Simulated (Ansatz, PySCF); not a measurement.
This singlet lies 1.85 eV below the relaxed triplet at the level frozen-core CCSD(T)/cc-pVTZ // PBE0-D3(BJ)/def2-TZVP (Ansatz, a first-principles code).

Z-matrix (Å, degrees):
```
N
H 1 1.0077
C 1 1.3090 2 119.24
H 1 1.0199 2 115.83 3 179.93
S 3 1.6855 1 117.87 2 -180.00
H 5 1.3743 3 104.63 1 -0.22
```
Charge 0, multiplicity 1.

Q: Predict the total energy, dipole moment, HOMO–LUMO gap, LUMO and HOMO from PySCF with PBE-D3(BJ)/def2-TZVP // PBE0-D3(BJ)/def2-TZVP.

A: 
| Quantity | Result |
|---|---|
| total energy | -13403.31 eV |
| dipole moment | 3.49 D |
| HOMO–LUMO gap | 3.67 eV |
| LUMO | -1.47 eV |
| HOMO | -5.15 eV |
